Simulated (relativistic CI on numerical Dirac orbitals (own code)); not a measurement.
## Transition arrays of Te14+

Computed by Dirac-Coulomb-Breit CI, orbitals from a KLI potential per configuration, model QED, valence Slater integrals scaled by 0.9, whole transition arrays (own radial code, finite nucleus).

Configuration list (outside the closed core [Ar] 3d10 4s2): 4p⁶4d², 4p⁶4d4f, 4p⁵4d³, 4p⁶4d5p, 4p⁶4d5f. Levels of other configurations are missing.

All E1 lines from the levels of 4p⁶4d²; mean and standard deviation are weighted by gf, and upper levels are sorted by their leading configuration.

| Upper configuration | Lines | Σgf | Mean (eV) | Mean (nm) | σ (eV) | Strongest line (nm) |
| --- | --- | --- | --- | --- | --- | --- |
| 4p⁶4d4f | 23 | 85.0 | 105.46 | 11.757 | 1.30 | 11.689 |
| 4p⁵4d³ | 524 | 224.7 | 105.10 | 11.797 | 4.71 | 11.576 |
| 4p⁶4d5p | 60 | 10.2 | 116.44 | 10.648 | 3.51 | 10.544 |
| 4p⁶4d5f | 81 | 3.0 | 183.59 | 6.753 | 1.63 | 6.779 |

Σgf per state of the lower configuration in bins of 0.1 nm over the central range (centre: value): 10.45: 0.03, 10.55: 0.10, 10.65: 0.03, 11.15: 0.02, 11.25: 0.09, 11.35: 0.08, 11.45: 0.18, 11.55: 1.01, 11.65: 1.72, 11.75: 1.91, 11.85: 1.09, 11.95: 0.39, 12.05: 0.07, 12.15: 0.04, 12.25: 0.05.

How do configuration mixing and the scaling of the Slater integrals move the arrays?

Slater scale 0.9, no configuration mixing: 4p⁶4d4f 94.6 ± 3.2 eV (Σgf 79.6), 4p⁵4d³ 99.9 ± 7.1 eV (Σgf 206.3), 4p⁶4d5p 117.5 ± 1.7 eV (Σgf 12.5), 4p⁶4d5f 183.4 ± 1.7 eV (Σgf 5.2); Slater scale 1: 4p⁶4d4f 107.3 ± 1.3 eV (Σgf 86.9), 4p⁵4d³ 107.3 ± 4.7 eV (Σgf 230.7), 4p⁶4d5p 117.3 ± 1.9 eV (Σgf 8.5), 4p⁶4d5f 183.6 ± 1.7 eV (Σgf 2.9); Slater scale 0.8: 4p⁶4d4f 103.6 ± 1.3 eV (Σgf 84.8), 4p⁵4d³ 102.9 ± 4.8 eV (Σgf 218.7), 4p⁶4d5p 117.3 ± 1.8 eV (Σgf 10.0), 4p⁶4d5f 183.5 ± 1.5 eV (Σgf 3.2). With mixing, levels are counted to their leading configuration, so an array can shrink or vanish into another, and the sums then hold other lines.
